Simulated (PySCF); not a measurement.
Below is a simulated gas-phase C 1s photoelectron spectrum of `CC/C=C(/F)C(=O)Cl`.

Every computed line was given a Gaussian of 0.5 eV full width at half maximum and an area set by the number of equivalent atoms; the highest printed point is 100. Computed with PySCF 2.14.0, delta-SCF UKS SCAN, pcX-2 on the ionised atom, pcseg-1 elsewhere, spin-free X2C.

binding energy (eV), intensity and a bar:
```
    290.4          0 
    290.5          1 
    290.6          4 #
    290.7         11 ###
    290.8         23 #######
    290.9         40 ############
    291.0         61 ##################
    291.1         82 #########################
    291.2         97 #############################
    291.3        100 ##############################
    291.4         88 ##########################
    291.5         65 ###################
    291.6         39 ############
    291.7         19 ######
    291.8          8 ##
    291.9          2 #
    292.0          1 
    292.1          0 
    292.2          0 
    292.3          0 
    292.4          0 
    292.5          0 
    292.6          0 
    292.7          0 
    292.8          0 
    292.9          1 
    293.0          3 #
    293.1          7 ##
    293.2         15 #####
    293.3         26 ########
    293.4         36 ###########
    293.5         40 ############
    293.6         36 ###########
    293.7         26 ########
    293.8         15 ####
    293.9          7 ##
    294.0          2 #
    294.1          1 
    294.2          1 
    294.3          1 
    294.4          4 #
    294.5         10 ###
    294.6         20 ######
    294.7         31 #########
    294.8         39 ############
    294.9         39 ############
    295.0         31 #########
    295.1         20 ######
    295.2         10 ###
    295.3          4 #
    295.4          1 
    295.5          0
```

How many maxima does the curve show, and how many computed lines lie under it?

The curve has 3 maxima (at 291.3, 293.5 and 294.8 eV). Under it lie 5 lines from 5 inequivalent carbon sites. At this width some lines have no maximum of their own.

Decompose the envelope and assign each component. Numbering: `[CH3:1][CH2:2]/[CH:3]=[C:4](/[F:5])[C:6](=[O:7])[Cl:8]`.

```json
{"position (eV)": "291.06", "relative area": "1", "line": "C 1s", "atoms": "C1", "environment": "methyl carbon"}
{"position (eV)": "291.33", "relative area": "1", "line": "C 1s", "atoms": "C3", "environment": "alkene CH carbon"}
{"position (eV)": "291.35", "relative area": "1", "line": "C 1s", "atoms": "C2", "environment": "allylic carbon"}
{"position (eV)": "293.50", "relative area": "1", "line": "C 1s", "atoms": "C4", "environment": "vinylic C–F carbon"}
{"position (eV)": "294.85", "relative area": "1", "line": "C 1s", "atoms": "C6", "environment": "acyl halide carbon"}
```

What are the centre and the root-mean-square width of the whole band?

The area-weighted mean of the lines is 292.42 eV. Their own spread about it is 1.50 eV (rms) and each Gaussian has σ = 0.5/2.355 = 0.21 eV; the variances add, which gives 1.52 eV.

The listed C 1s values span 3.79 eV, from C1 (bonded to C and 3 H) to C6 (bonded to O (double bond), Cl and C). The widest gap between neighbouring values is 2.15 eV, between 291.35 and 293.50 eV. Summing the Pauling electronegativity differences to the bonded atoms, each weighted by its formal bond order, gives -1.05 for the lowest site and +2.39 for the highest; no listed site has a larger sum than the highest. The values 291.33 and 291.35 eV lie too close for their order to be trusted.

Shake-up satellites, vibrational structure and lifetime widths aren't simulated. One conformer (not necessarily the lowest) at the PBE0-D3(BJ)/def2-SVP geometry, without solvent, vibrations or thermal averaging.

The run took 92 s on one thread of an Arm Neoverse V2, shared host, and the process peaked at 0.63 GiB of memory.

Conformer computed: `[CH3:1][CH2:2]/[CH:3]=[C:4](/[F:5])[C:6](=[O:7])[Cl:8]`: C1–C2–C3–C4 -124°, C3–C4–C6–O7 0°.
